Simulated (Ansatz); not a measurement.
Gas-phase electronic energies from Ansatz, PBE0-D4/def2-TZVP geometries. CCSD(T)/CBS is the MP2 limit (def2-TZVPP, def2-QZVPP) plus CCSD(T) − MP2 in def2-TZVPP, frozen cores. Functionals use def2-TZVPP. B3LYP here is the variant with VWN-RPA as its local correlation; programs differ in this. One conformer a species, not always the lowest.

Reaction (isomerisation): `FBO[SiH3]` → `BO[SiH2]F`

| level | ΔE (kJ/mol) | difference from CCSD(T)/CBS |
| --- | --- | --- |
| BLYP-D4 | 11.8 | 7.0 |
| r2SCAN-D4 | 12.7 | 7.9 |
| B3LYP-D4 | 10.7 | 5.9 |
| r2SCAN0-D4 | 11.9 | 7.1 |
| BHLYP-D4 | 8.4 | 3.6 |
| ωB97M-V | 9.8 | 5.0 |
| PBE | 17.5 | 12.7 |
| revPBE | 16.3 | 11.5 |
| HF/def2-QZVPP | 4.8 | 0.0 |
| HF/CBS(def2) | 4.5 | -0.3 |
| CCSD(T)/CBS | 4.8 | 0 |

Largest T1 diagnostic among the species: 0.013.

At CCSD(T), def2-SVP lies +33.0 kJ/mol from the extrapolated value and def2-TZVPP +4.4 kJ/mol. From BLYP to BHLYP (50 % exact exchange), in def2-TZVPP and without D4, ΔE moves by −3.8 kJ/mol.
